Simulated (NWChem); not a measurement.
C2H5ISi; SMILES [SiH3]/C=C\I

All runs: NWChem. The geometry was optimised at PBE0/def2-SVP. def2 effective core potentials on I; no spin-orbit coupling.

### Question
Estimate the computed values for PBE/def2-SVP (core potentials). Quantities: highest occupied level (eV); orbital gap (eV); dipole (D).

### Answer
```yaml
highest occupied level (eV): -6.07
orbital gap (eV): 4.26
dipole (D): 0.99
```
